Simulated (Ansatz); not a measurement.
Born–Oppenheimer molecular dynamics of BCl$_{2}$FH$_{2}$ (6 atoms, charge 0, multiplicity 1). It starts at the highest image of a converged band, a first-order saddle point between two minima.

The calculation used RKS PBE/def2-SVP in Ansatz.

```yaml
ensemble: NVE (velocity Verlet)
time_step: 0.5 fs
steps_asked: 200
starting_velocities_drawn_for: 300 K
seed: 7642
```

First frame:

```xyz
6
Properties=species:S:1:pos:R:3
B 0.014 -0.299 -0.027
F 0.018 0.069 1.577
Cl 1.543 0.196 -0.774
Cl -1.542 0.138 -0.753
H 0.041 -1.585 0.313
H 0.037 -1.044 1.259
```

Problem. How far do the bonds stretch over the last three quarters of this one trajectory? (Pairs bonded in most of those frames.)

Solution. 
```json
{"bond": "B1–F2", "mean (Å)": "1.360", "spread (Å)": "0.104", "shortest": "1.20", "longest": "1.51"}
{"bond": "B1–Cl3", "mean (Å)": "1.773", "spread (Å)": "0.061", "shortest": "1.66", "longest": "1.87"}
{"bond": "B1–Cl4", "mean (Å)": "1.764", "spread (Å)": "0.049", "shortest": "1.69", "longest": "1.86"}
{"bond": "H5–H6", "mean (Å)": "0.776", "spread (Å)": "0.006", "shortest": "0.77", "longest": "0.79"}
```

Mean temperature of the second half: 2702 K. The conserved energy stayed within 0.22 meV per atom of its start (net change 0.025 meV per atom), so the integration is sound. The kinetic energy rose, since the run started high on the potential surface and went downhill. It ends in pieces (BCl2F + H2), so much of that is their flight and rotation, not heat. A run of 0.1 ps of so small a system gives no equilibrium averages. The orbitals stay closed-shell, which can raise the energy where a bond breaks towards radicals; this wasn't checked here.

Time of the run: 4.9 min on 1 thread of Arm Neoverse V1, on a shared host, peak memory 0.12 GiB.
